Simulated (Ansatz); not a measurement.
A nudged elastic band was laid between two geometries of BCl3 + BrH (6 atoms, charge 0, multiplicity 1).

Method: RKS CAM-B3LYP-D4/def2-SVP (Ansatz).

```json
{
  "movable images": "7",
  "climbing image": "yes",
  "spring": "5.0 eV/Å²",
  "optimiser": "quadratic models (default)",
  "start path": "through a guess of the saddle point",
  "force threshold": "0.03 eV/Å",
  "iteration limit": "60",
  "end points": "relaxed"
}
```

Image 0:

```xyz
6
Properties=species:S:1:pos:R:3
B -0.656 -0.308 -0.857
Cl 0.637 0.675 -1.518
Cl -0.451 -2.030 -0.740
Cl -2.138 0.446 -0.354
H 1.556 0.870 1.123
Br 1.052 0.346 2.346
```

Image 8:

```xyz
6
Properties=species:S:1:pos:R:3
B -0.839 -0.612 0.292
Cl 1.561 1.266 -1.321
Cl -0.442 -2.042 -0.609
Cl -2.129 0.430 -0.221
H 1.735 1.174 -0.048
Br 0.114 -0.216 1.907
```

(1) What changes between the two ends?

(2) Give the energies along the band, and the barrier.

(3) What is the geometry of the highest image?

(4) What are the harmonic wavenumbers there?

Results:

(1) Bonds broken: B1–Cl2, H5–Br6. Bonds formed: B1–Br6, Cl2–H5. BCl3 + BrH becomes BBrCl2 + ClH.

(2) The forces met the threshold. The highest image is number 4 of 0 to 8, 1.16 eV above the first end and 0.97 eV above the last; the last end lies 0.19 eV above the first. A vibrational analysis at the climbing image gives one clearly imaginary mode, 834i cm⁻¹: a first-order saddle point. The orbitals stay closed-shell, which can raise the energy where a bond breaks towards radicals; this wasn't checked here.

```
image  path coordinate (Å)  energy (eV)  B1–Cl2 (Å)  H5–Br6 (Å)  B1–Br6 (Å)
    0                 0.00         0.00        1.75        1.42        3.69
    1                 0.40         0.03        1.76        1.42        3.40
    2                 0.79         0.22        1.78        1.43        2.97
    3                 1.19         0.74        1.85        1.48        2.52
    4                 1.59         1.16        2.00        1.70        2.20
    5                 1.97         0.84        2.31        2.04        2.04
    6                 2.34         0.42        2.75        2.31        1.95
    7                 2.72         0.23        3.16        2.60        1.92
    8                 3.10         0.19        3.45        2.89        1.92
```

(3) 
```xyz
6
Properties=species:S:1:pos:R:3
B -0.437 -0.268 -0.175
Cl 0.950 0.822 -1.126
Cl -0.311 -1.970 -0.627
Cl -2.008 0.534 -0.230
H 1.268 0.797 0.397
Br 0.538 0.086 1.760
```

(4) 834i, 142, 180, 220, 224, 300, 358, 545, 693, 735, 956, 1262 cm⁻¹.

Run time: 19 min on 4 threads of Arm Neoverse N1 (shared host), peak memory 0.34 GiB.
